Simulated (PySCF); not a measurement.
## Circular dichroism: `CN(C)C(Cl)=C=CCl`, C₅H₇Cl₂N

Cartesian coordinates in Å; atom numbers follow the order of the lines, from 1:
```xyz
15

C    -0.913   -1.126   -0.152
N    -0.750    0.309   -0.198
C    -1.774    1.064    0.483
C     0.547    0.748   -0.234
Cl    0.781    2.481   -0.267
C     1.606    0.000   -0.454
C     2.718   -0.656   -0.444
Cl    3.578   -1.033    1.044
H    -0.273   -1.582   -0.906
H    -0.648   -1.545    0.826
H    -1.952   -1.366   -0.370
H    -1.792    0.848    1.558
H    -1.610    2.128    0.341
H    -2.742    0.799    0.057
H     3.222   -1.060   -1.307
```

Method used: TDDFT LC-wPBE/aug-cc-pVDZ circular dichroism and optical rotation, one conformer, gas phase in PySCF 2.14.0. Geometry: GFN2-xTB.

No stereocentre is labelled: unless the shape is locked (an allene, a helicene, a hindered biaryl), the mirror image is equally populated and a measured rotation or CD is zero.

Problem. List the lowest 16 singlet excitations with oscillator and rotatory strengths.

Solution. Rotatory strengths R in 10⁻⁴⁰ esu² cm², velocity form and length form (origin at the centre of mass); f in length form.
| state | E (eV) | λ (nm) | f | R (velocity) | R (length) | main |
| --- | --- | --- | --- | --- | --- | --- |
| 1 | 4.24 | 292 | 0.001 | -10.4 | -10.6 | HOMO→LUMO+4 0.40, HOMO→LUMO+2 0.23 |
| 2 | 5.39 | 230 | 0.264 | +33.4 | +34.0 | HOMO→LUMO+5 0.58, HOMO→LUMO 0.18 |
| 3 | 5.71 | 217 | 0.004 | +15.2 | +15.3 | HOMO−1→LUMO+5 0.68 |
| 4 | 6.21 | 200 | 0.032 | -26.8 | -27.3 | HOMO→LUMO 0.49, HOMO→LUMO+5 0.11 |
| 5 | 6.60 | 188 | 0.472 | +30.4 | +30.2 | HOMO−1→LUMO+4 0.24, HOMO→LUMO+1 0.17 |
| 6 | 6.75 | 184 | 0.062 | -5.0 | -5.6 | HOMO→LUMO+1 0.32, HOMO→LUMO+2 0.25 |
| 7 | 6.89 | 180 | 0.117 | +33.7 | +33.9 | HOMO→LUMO+1 0.18, HOMO→LUMO+2 0.18 |
| 8 | 6.98 | 178 | 0.073 | -6.1 | -6.6 | HOMO→LUMO+3 0.64 |
| 9 | 7.14 | 174 | 0.004 | +2.7 | +2.8 | HOMO−2→LUMO+4 0.25, HOMO−2→LUMO+2 0.23 |
| 10 | 7.21 | 172 | 0.013 | +19.1 | +19.2 | HOMO→LUMO+4 0.20, HOMO→LUMO+13 0.15 |
| 11 | 7.37 | 168 | 0.0005 | +5.1 | +4.9 | HOMO−1→LUMO+1 0.31, HOMO−1→LUMO 0.18 |
| 12 | 7.45 | 166 | 0.050 | -33.7 | -34.1 | HOMO→LUMO+9 0.39, HOMO→LUMO+11 0.11 |
| 13 | 7.52 | 165 | 0.003 | +3.8 | +3.8 | HOMO−3→LUMO+5 0.56 |
| 14 | 7.58 | 164 | 0.016 | +3.8 | +3.8 | HOMO→LUMO+6 0.37, HOMO→LUMO+8 0.14 |
| 15 | 7.68 | 162 | 0.024 | -42.0 | -42.0 | HOMO−3→LUMO+4 0.21, HOMO−3→LUMO+2 0.12 |
| 16 | 7.69 | 161 | 0.018 | +7.9 | +7.7 | HOMO→LUMO+6 0.14, HOMO→LUMO+7 0.13 |

Among the states computed, the strongest CD band (largest |R|) is state 15. The largest dissymmetry factor in size, g = 4R/(D+G), with D and G the electric and magnetic dipole strengths, is +0.1 for state 11 (velocity form, f = 0.0006), among bands with |R| over 0.5. The mirror image has the same energies and oscillator strengths and all R with the opposite sign.
